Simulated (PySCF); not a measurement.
## Zinc: a sound run and one with changed settings

Sound run: Zn⁺ [Ar] 3d10 4s1, Zn²⁺ [Ar] 3d10. All numbers are calculated (PySCF 2.14, the non-relativistic Hamiltonian (point nucleus), in pcseg-2 (6s4p3d2f1g, 56 functions)). In the sound run the correlated levels freeze [Ar]. The sound run starts from symmetry-adapted Hartree-Fock orbitals and uses a fine grid where one is needed.

Changed run: the spin-free X2C one-electron Hamiltonian (Gaussian nucleus). This setting is unsound on purpose.

```tsv
species	method	sound run (hartree)	changed run (hartree)	converged
Zn⁺	UHF	-1777.53461	-1790.77308	yes
Zn⁺	M06-L	-1779.01809	-1792.25997	yes
Zn⁺	MN15	-1779.45416	-1792.65811	yes
Zn⁺	MP2	-1777.91817	-1791.16175	yes
Zn²⁺	UHF	-1776.92544	-1790.15454	yes
Zn²⁺	M06-L	-1778.37343	-1791.60256	yes
Zn²⁺	MN15	-1778.80791	-1791.99936	yes
Zn²⁺	MP2	-1777.27497	-1790.50727	yes
```

Ionisation energy of Zn⁺:

| method | sound run (eV) | changed run (eV) |
| --- | --- | --- |
| UHF | 16.576 | 16.831 |
| M06-L | 17.542 | 17.889 |
| MN15 | 17.586 | 17.925 |
| MP2 | 17.502 | 17.809 |
| SCS-MP2 | 17.353 | 17.653 |

Most of the change in total energy is the relativistic energy itself. On top of that the contraction fixes the core shape for the Hamiltonian it was made with, so the changed run is not a good calculation with the other Hamiltonian either.

For comparison, NIST gives 17.964 eV between the lowest levels.
